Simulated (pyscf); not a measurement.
Single points on ωB97X-D3(BJ)/def2-SVP structures (PySCF, gas phase).

SMILES: [SiH2]=[As][GaH][AsH2]
```xyz
9

Si    -3.1970    -0.0423    -1.9084
As    -2.3047    -0.2695     0.0347
Ga    -0.2109    -0.6192    -1.0357
As     1.7184    -0.9239     0.3505
H     -2.5245    -0.1187    -3.2352
H     -4.6537     0.2203    -2.0976
H     -0.0520    -0.5687    -2.5981
H      2.2359    -2.0838    -0.4832
H      0.9785    -1.8174     1.3297
```
Charge 0, spin multiplicity 1.

Task: How much does it cost (ΔH, 298 K, ωB97M-D3(BJ)/def2-TZVP) to split H₂Si=As–GaH–AsH₂ at its As–Ga bond into H₂Si=As• + [HGa–AsH₂]•?

Result: As–Ga to H₂Si=As• + [HGa–AsH₂]•: 261.4 kJ/mol. The 7 functionals that were run give +254.7 (M06-2X) to +302.1 kJ/mol (ωB97X-D3(BJ)). The radicals are drawn with the spin at the cut bond; how far it spreads was not checked. Other isomers of H₂Si=As•, [HGa–AsH₂]• were not searched in full and may lie lower. Elements up to Kr have no core potential and no relativistic terms here.
